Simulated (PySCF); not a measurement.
C7H6ClF3O.
SMILES: `C#C/C(Cl)=C(/CCF)OC(F)F`

Theory: PySCF, TDDFT PBE0/def2-SVPD, vertical, gas phase, core orbitals frozen in the response. The structure is a single PBE0-D3(BJ)/def2-SVP conformer in the gas phase; no vibrational or solvent corrections. Torsions of this conformer, `[CH:1]#[C:2]/[C:3]([Cl:4])=[C:5](/[CH2:6][CH2:7][F:8])[O:9][CH:10]([F:11])[F:12]`: C3–C5–C6–C7 -78°, C5–C6–C7–F8 -62°, C3–C5–O9–C10 149°, C5–O9–C10–F11 88°.

Broadening: Gaussians 0.4 eV wide at half height, area fixed by f = 4.319×10⁻⁹ ∫ε dν̃. The width is an assumption, not a result. The curve ends short of the highest state used, and states not computed would add to its high-energy end.

```csv
E (eV),ε (L mol⁻¹ cm⁻¹)
4.32,1
4.39,6
4.45,24
4.52,102
4.58,307
4.65,950
4.72,2488
4.78,4966
4.85,9511
4.92,15381
4.98,20297
5.05,23971
5.11,24162
5.18,20849
5.25,15209
5.31,10167
5.38,5464
5.44,2834
5.51,1153
5.58,417
5.64,168
5.71,78
5.78,105
5.84,221
5.91,515
5.97,946
6.04,1651
6.11,2446
6.17,3017
6.24,3350
6.31,3252
6.37,2913
6.44,2415
6.50,2039
6.57,1748
6.64,1653
```

(1) Locate the maxima and give the states behind the curve.

(2) On this curve, what absorbance would a 10⁻³ mol/L sample give at 266 nm over a 1 cm path?

(3) Coming from long wavelengths, where does ε first pass 100 L mol⁻¹ cm⁻¹?

Results:

(1) 244 nm (5.08 eV), ε about 24000, made up of S2 (100%); 198 nm (6.26 eV), ε about 3400, made up of S4 (91%) (ε in L mol⁻¹ cm⁻¹; maxima over ε = 5, shares over 10%). At its high-energy end, 6.64 eV, the curve is still rising (ε about 1700, from S4, S5 and S7). The states used: S1 4.92 eV (f 0.0007); S2 5.08 eV (f 0.362); S3 5.39 eV (f 0.0020); S4 6.23 eV (f 0.046); S5 6.51 eV (f 0.013); S6 6.65 eV (f 0.0023); S7 6.80 eV (f 0.011); S8 7.07 eV (f 0.046); S9 7.15 eV (f 0.072); S10 7.24 eV (f 0.0046).

(2) 266 nm is 4.661 eV, where ε is about 1100 L mol⁻¹ cm⁻¹, so A = ε c l ≈ 1.1 (Beer–Lambert, with the gas-phase spectrum and the assumed width).

(3) At about 274 nm (4.52 eV), 0.40 eV below S1.
